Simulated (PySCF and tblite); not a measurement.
Results of a calculation; reference values are marked as such.
C₄H₄BrCl₂F, numbered as in [F:1]/[C:2](=[CH:3]/[Br:4])[CH2:5][CH:6]([Cl:7])[Cl:8].

Free energies: PBE0-D3(BJ)/def2-SVP (IEF-PCM, benzene) on GFN2-xTB structures plus GFN2-xTB thermal terms, symmetry and mirror images included. Conformers within 2.5 kcal/mol (GFN2-xTB free energy) were kept, 4 at most. GIAO shieldings: KT3/pcSseg-1 (IEF-PCM, benzene). Shifts are against TMS (¹H), TMS (¹³C) at the same level. Run with PySCF (density fitting) and tblite.

Torsions listed: F1–C2–C5–C6, C2–C5–C6–Cl7. Of a mirror pair one member is shown.

```csv
conformer,shape,symmetry,E(GFN2) kcal/mol,E(DFT) kcal/mol
1,"-66°, 176°",C1 (pair),0.00,0.00
2,"-104°, 59°",C1 (pair),0.69,0.52
3,"-82°, -56°",C1 (pair),1.37,1.48
```

**Question.** How much do the weights at 298.15 K and the averaged shift of H6 depend on how the conformers are weighted?

**Answer.** 
```csv
weighting,1 (%),2 (%),3 (%),δ (ppm),rms dipole (D)
"DFT energy with thermal terms, symmetry and mirror images (full scheme)",72,25,4,6.49,1.66
DFT energy with symmetry and mirror images,67,28,6,6.50,1.68
bare DFT energy,67,28,6,6.50,1.68
GFN2-xTB energy with symmetry and mirror images,71,22,7,6.49,1.69
GFN2-xTB free energy,76,20,5,6.48,1.66
leading conformer alone,100,0,0,6.41,1.59
equal weights,33,33,33,6.57,1.91
"full scheme, search stopped after three starts",74,26,0,6.49,1.63
```

The largest departure from the full scheme, 0.08 ppm, comes with: leading conformer alone.

Spin–orbit effects of the heavy atoms on shieldings are missing.
